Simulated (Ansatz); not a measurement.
1,3-azasiletidine (C2H7NSi), SMILES C1NC[SiH2]1.

The structure is a stationary point at PBE-D3(BJ)/def2-SVP.

Two levels are set side by side: PBE/def2-TZVPD (Ansatz, a quantum-chemistry and plane-wave program) and PBE0/def2-TZVPD (Ansatz). Energy differences of separate SCF runs at the same geometry; the states with an electron removed or added have multiplicity 2 and 2. Differences are taken from unrounded values.

```
quantity                           PBE0   PBE  PBE minus PBE0
---------------------------------  ----  ----  --------------
vertical ionisation energy (eV)    8.67  8.60           -0.08
vertical singlet–triplet gap (eV)  5.27  5.04           -0.24
```
